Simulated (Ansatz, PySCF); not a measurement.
germanium monoxide (GeO), SMILES [O]=[Ge] (connectivity only; charge and spin as stated), neutral, multiplicity 1. Atoms are numbered in the order given.

```xyz
2

Ge     0.0000     0.0000    -0.3437
O      0.0000     0.0000     1.2892
```

Geometry optimised at B3LYP-D3(BJ)/def2-TZVPD.

Two levels are set side by side: PBE-D3(BJ)/def2-TZVPD (Ansatz, a program for electronic structure) and B3LYP-D3(BJ)/def2-TZVPD (Ansatz). Each level has its own optimised geometry; the coordinates shown are those of the second. Frequencies come from the Hessian of PySCF at each geometry. Differences are taken from unrounded values.

```json
[
 {"quantity": "bond Ge1–O2 (Å)", "B3LYP-D3(BJ)": "1.633"},
 {"quantity": "highest harmonic wavenumber (cm⁻¹)", "B3LYP-D3(BJ)": "1001"},
 {"quantity": "mean harmonic wavenumber (cm⁻¹)", "B3LYP-D3(BJ)": "1001"},
 {"quantity": "zero-point energy (kcal/mol)", "B3LYP-D3(BJ)": "1.43"}
]
```

What does PBE-D3(BJ) give, and how far is it from B3LYP-D3(BJ)? (Estimate from the structure and the level; the computed values follow.)


```csv
quantity,PBE-D3(BJ),PBE-D3(BJ) minus B3LYP-D3(BJ)
bond Ge1–O2 (Å),1.648,0.015
highest harmonic wavenumber (cm⁻¹),956,-45
mean harmonic wavenumber (cm⁻¹),956,-45
zero-point energy (kcal/mol),1.37,-0.06
```
